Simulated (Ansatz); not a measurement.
`CO[Si]C` + `CC` → `CC[Si]C` + CH₃OH at 700 K and 1 bar (formal exchange of groups at the Si–O bond).

Program: Ansatz. Geometries: PBE0-D4/def2-TZVP. ΔE: electronic, gas phase. CCSD(T)/CBS is the MP2 limit (def2-TZVPP, def2-QZVPP) plus CCSD(T) − MP2 in def2-TZVPP, frozen cores. This one scheme is used for every species. One conformer a species, not always the lowest.

```tsv
species	CCSD(T)/CBS energy (Eh)	H − E (kJ/mol)	S (J/(mol·K))
`CO[Si]C`	-443.95718	273.0	430.1
`CC`	-79.71954	238.1	289.3
`CC[Si]C`	-408.00123	339.5	451.2
CH₃OH	-115.61712	170.8	288.5
```

H − E and S are ideal-gas, rigid-rotor, harmonic terms from PBE0-D4/def2-TZVP, for one conformer and one mirror image of each species. 1 Eh = 2625.50 kJ/mol, R = 8.31446 J/(mol·K).

By hand: ΔE, ΔH, ΔS and ΔG.

ΔE = (-408.00123) + (-115.61712) − (-443.95718) − (-79.71954) = 0.05837 Eh = 153.3 kJ/mol. Δ(H − E) = 339.5 + 170.8 − 273.0 − 238.1 = -0.8, so ΔH = 152.5 kJ/mol. ΔS = 451.2 + 288.5 − 430.1 − 289.3 = 20.3 J/(mol·K). ΔG = 152.5 − 700 × (20.3)/1000 = 138.3 kJ/mol.

By hand: the equilibrium constant, and the temperature at which ΔG would vanish if ΔH and ΔS stayed fixed.

log₁₀ K = −ΔG/(RT ln 10) = -10.3. ΔG = 0 at ΔH/ΔS = 7512 K, far beyond where these terms or the molecules hold.

ΔH outweighs TΔS. A doubt of 5 kJ/mol in ΔE shifts log₁₀ K by 0.4 here. Other conformers and mirror images would add mixing entropy, several J/(mol·K) or more a flexible species. Modes under 60 cm⁻¹, often nearly free rotors, make the harmonic entropy too high. These are equilibria of isolated gas molecules and say nothing of rates. Largest T1 diagnostic: 0.014 (customary marks: 0.02 for closed shells, 0.045 for open ones).
